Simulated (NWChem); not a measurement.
# C4H5Cl; SMILES C(Cl)C=C=C

```xyz
10

C      0.5219    -2.8408     0.1742
C     -0.0142    -1.7006    -0.1695
C     -0.5579    -0.5557    -0.5033
C     -0.7084     0.5862     0.4538
Cl     0.2864     2.0379    -0.0655
H      1.5881    -3.0245     0.0556
H     -0.0747    -3.6512     0.5889
H     -0.9270    -0.4023    -1.5169
H     -1.7374     0.9496     0.4937
H     -0.3718     0.3218     1.4560
```
Atoms are numbered in this order, from 1.

Program: NWChem. Pople sets run with spherical d functions. Coordinates come from a B3LYP/6-31G* (spherical d) optimisation. Absolute isotropic GIAO shieldings of the H sites, static isolated molecule.

```csv
row,"σ, BHandHLYP/pcSseg-1 (ppm)","σ, B3LYP/6-311G** (ppm)"
H8,26.10,26.47
H6,26.44,26.97
H7,26.53,27.04
H9,27.48,27.77
H10,27.71,withheld
```

### Question
Fit a straight line of the last column on the one before it, predict the withheld value, and compare with the run.

### Answer

1. Means of the 4 shown rows: x = 26.638, y = 27.062. Slope Σ(x − x̄)(y − ȳ)/Σ(x − x̄)² = 0.9352/1.049 = 0.8913; intercept 3.320.
2. The shown rows scatter about the line by 0.082 (root mean square); the largest residual is -0.11, at H8.
3. At x = 27.71 (H10; beyond the shown range) the line gives 28.02.
4. The run gives 28.04, +0.02 from the line, 0.2 times the scatter.
